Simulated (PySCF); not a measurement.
Compound: C₂H₇BO₂Se.
Bonds: C1–Se2, Se2–C3, C3–B4, B4–O5, B4–O6. Hydrogens: H7, H8, H9 on C1; H10, H11 on C3; H12 on O5; H13 on O6.

Method: PBE0-D3(BJ)/def2-SVP geometry optimisation, gas phase (PySCF); density fitting, grid level 1; the optimiser is geomeTRIC in internal coordinates, started from a GFN2-xTB structure with every atom displaced at random (about 0.01 Å).

Step 0: E = -72282.6253 eV
```
atom  x, y, z in Å  |  force x, y, z in eV/Å
C1      2.2445   -0.2900   -0.2858   -0.906   1.770  -0.087
Se2     1.1810    0.6344    1.0911    0.031   0.053  -0.026
C3     -0.4529    1.0330    0.0229    0.960  -0.481   0.718
B4     -1.2970   -0.2526   -0.2596   -2.097   0.976  -0.012
O5     -2.6840   -0.2065   -0.4076    0.705  -0.197   0.079
O6     -0.7337   -1.4465   -0.3764    0.628  -1.503  -0.238
H7      2.4471    0.4356   -1.0931    0.044  -0.231   0.052
H8      3.1668   -0.5995    0.1584    0.807  -0.385   0.494
H9      1.6446   -1.1007   -0.6346   -0.366  -0.971  -0.404
H10    -0.0797    1.5038   -0.8773    0.028   0.361  -0.646
H11    -0.9776    1.7928    0.6117   -0.144   0.116   0.020
H12    -3.0961    0.6523   -0.2917    0.174   0.080   0.017
H13    -1.3576   -2.1739   -0.5278    0.137   0.414   0.033
```

Step 1: E = -72282.7665 eV
```
atom  x, y, z in Å  |  force x, y, z in eV/Å
C1      2.2040   -0.2443   -0.2375    0.146  -0.268   0.082
Se2     1.1996    0.7469    1.0874   -0.101  -0.072  -0.037
C3     -0.4062    1.0042   -0.0004   -0.041   0.036  -0.016
B4     -1.2994   -0.2769   -0.2850    0.422  -0.250   0.156
O5     -2.6593   -0.2096   -0.3156   -0.252   0.103  -0.002
O6     -0.7319   -1.5016   -0.5158   -0.251   0.402  -0.025
H7      2.4305    0.3883   -1.1037    0.020   0.076  -0.079
H8      3.1515   -0.5560    0.2357   -0.162   0.024  -0.081
H9      1.6264   -1.1285   -0.5493    0.112   0.091   0.067
H10    -0.0893    1.4828   -0.9452   -0.050  -0.023   0.036
H11    -0.9858    1.7640    0.5506   -0.008   0.019  -0.070
H12    -3.0079    0.6658   -0.1159    0.060  -0.123  -0.044
H13    -1.4269   -2.1531   -0.6753    0.105  -0.016   0.012
```

Step 2: E = -72282.7800 eV
```
atom  x, y, z in Å  |  force x, y, z in eV/Å
C1      2.2066   -0.2721   -0.2362   -0.002  -0.014  -0.016
Se2     1.1935    0.7474    1.0704   -0.006  -0.055  -0.015
C3     -0.4191    1.0302   -0.0013   -0.067   0.066   0.011
B4     -1.3030   -0.2528   -0.2722    0.155  -0.210  -0.052
O5     -2.6686   -0.2310   -0.3006   -0.030   0.066   0.046
O6     -0.7050   -1.4484   -0.5355   -0.085   0.094   0.001
H7      2.4399    0.3483   -1.1138   -0.009  -0.003   0.012
H8      3.1460   -0.5779    0.2452   -0.017   0.028   0.026
H9      1.6356   -1.1607   -0.5329    0.011   0.019   0.010
H10    -0.1157    1.5058   -0.9502   -0.011  -0.019  -0.011
H11    -0.9931    1.7933    0.5501    0.034   0.027  -0.009
H12    -3.0434    0.6305   -0.1005   -0.007   0.009   0.001
H13    -1.3686   -2.1306   -0.6923    0.036  -0.008  -0.003
```

**Question.** Estimate the geometry and energy of step 3. (The exact step hangs on the optimiser's Hessian estimate; all steps are aligned on step 2, rigid shifts and turns removed.)

**Answer.** E = -72282.7830 eV, largest force 0.111 eV/Å
```
atom  x, y, z in Å  |  force x, y, z in eV/Å
C1      2.2153   -0.2745   -0.2304   -0.045   0.065  -0.037
Se2     1.1808    0.7413    1.0607    0.017  -0.001   0.039
C3     -0.4289    1.0279   -0.0134    0.042   0.016  -0.004
B4     -1.3055   -0.2599   -0.2757   -0.072   0.045  -0.036
O5     -2.6730   -0.2179   -0.2750    0.024  -0.107   0.017
O6     -0.7136   -1.4489   -0.5633   -0.023   0.024   0.002
H7      2.4497    0.3441   -1.1095   -0.009  -0.027   0.022
H8      3.1506   -0.5615    0.2666    0.037   0.008   0.034
H9      1.6606   -1.1721   -0.5246   -0.020  -0.030  -0.021
H10    -0.1318    1.4988   -0.9660    0.030  -0.011  -0.020
H11    -0.9977    1.7953    0.5370    0.014   0.003   0.000
H12    -3.0307    0.6472   -0.0618    0.009   0.021   0.008
H13    -1.3707   -2.1376   -0.7145   -0.003  -0.005  -0.004
```

The energy changes by -0.0029 eV. The first-order estimate −F·Δx gives -0.0067 eV and the mean of the old and new forces, exact on a quadratic surface, -0.0028 eV. The step makes an angle of 77° with the force vector and moves no atom by more than 0.044 Å.

What follows is the cost of the whole optimisation. On an Arm Neoverse V1 with one thread, on a shared host, this took 4.3 min and 0.55 GiB of memory at its peak.
